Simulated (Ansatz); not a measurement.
C6H11BF4N2⁺, that is 1-ethyl-3-methylimidazolium tetrafluoroborate with one electron fewer. Total charge 1; doublet. Geometry PBE-D4/def2-SVP, that of the neutral singlet; atoms count from 1.

```tsv
atom	x (Å)	y (Å)	z (Å)
C1	0.831	-2.682	-1.348
C2	-0.243	-1.865	-0.639
N3	0.323	-0.855	0.269
C4	0.771	-1.043	1.566
C5	1.080	0.200	2.066
N6	0.806	1.118	1.063
C7	0.880	2.575	1.151
C8	0.349	0.457	-0.014
H9	0.350	-3.422	-2.017
H10	1.475	-3.237	-0.635
H11	1.479	-2.034	-1.972
H12	-0.880	-1.298	-1.347
H13	-0.914	-2.502	-0.030
H14	0.817	-2.032	2.031
H15	1.451	0.505	3.049
H16	0.118	2.986	0.462
H17	1.893	2.932	0.882
H18	0.642	2.884	2.185
H19	-0.020	0.896	-0.955
F20	-3.526	1.609	-1.657
B21	-2.287	1.295	-1.155
F22	-1.566	2.462	-0.743
F23	-2.360	0.406	-0.051
F24	-1.469	0.646	-2.163
```

Problem. Estimate the Mulliken populations from the PBE0/def2-TZVP orbitals of Ansatz.

Solution. 
```csv
atom,charge (e),spin (α − β)
C1,-0.38,0.01
C2,-0.22,0.00
N3,0.10,-0.02
C4,0.01,0.27
C5,0.02,0.34
N6,0.07,-0.06
C7,-0.35,0.00
C8,0.06,0.29
H9,0.19,0.00
H10,0.14,0.00
H11,0.16,0.00
H12,0.23,0.00
H13,0.18,0.00
H14,0.25,-0.01
H15,0.25,-0.01
H16,0.25,0.00
H17,0.20,0.00
H18,0.19,0.00
H19,0.33,-0.01
F20,-0.25,0.08
B21,0.59,-0.01
F22,-0.37,0.00
F23,-0.28,0.12
F24,-0.36,0.01
```
Mulliken values depend strongly on the basis.

Problem. Where does the spin sit?

Solution. Summed by element: C 0.92, N -0.08, H -0.03, F 0.21, B -0.01, of 1 unpaired in all. Largest on single atoms: C5 0.34, C8 0.29, C4 0.27.

Problem. And the Mayer bond orders between heavy atoms (over 0.3)?

Solution. C1–C2 1.00 (1.52 Å); C2–N3 0.85 (1.47 Å); N3–C4 1.31 (1.38 Å); N3–C8 1.26 (1.34 Å); C4–C5 1.34 (1.38 Å); C5–N6 1.28 (1.39 Å); N6–C7 0.87 (1.46 Å); N6–C8 1.27 (1.34 Å); F20–B21 1.12 (1.37 Å); B21–F22 0.93 (1.43 Å); B21–F23 0.90 (1.42 Å); B21–F24 0.89 (1.45 Å).
